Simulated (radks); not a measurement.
Question: Ga+, configuration [Ar] 3d10 4s2 (the NIST ground configuration). Calculated with a radial shooting solver on a logarithmic mesh with Libxc functionals: Dirac Kohn-Sham, PBE, spin-unpolarised, spherical densities, point nucleus. Some entries of the table are withheld. Estimate them.

orbital,occ.,eigenvalue (hartree),<1/r> (bohr^-1),r(max) (bohr)
1s1/2,2,-376.1440,31.30,(1)
2s1/2,2,-46.67554,(2),0.1825
2p1/2,2,(3),6.844,0.1445
2p3/2,4,(4),6.669,0.1474
3s1/2,2,(5),2.192,0.5646
3p1/2,2,-4.02615,(6),0.5614
3p3/2,4,-3.89295,(7),0.5697
3d3/2,4,(8),1.658,0.5318
3d5/2,6,(9),1.646,0.5347
4s1/2,2,-0.60013,0.5879,1.849

Answer: 
(1) 1s1/2 r(max) (bohr): 0.03178
(2) 2s1/2 <1/r> (bohr^-1): 6.885
(3) 2p1/2 eigenvalue (hartree): -41.35264
(4) 2p3/2 eigenvalue (hartree): -40.33632
(5) 3s1/2 eigenvalue (hartree): -5.74614
(6) 3p1/2 <1/r> (bohr^-1): 2.061
(7) 3p3/2 <1/r> (bohr^-1): 2.019
(8) 3d3/2 eigenvalue (hartree): -1.01782
(9) 3d5/2 eigenvalue (hartree): -1.00083
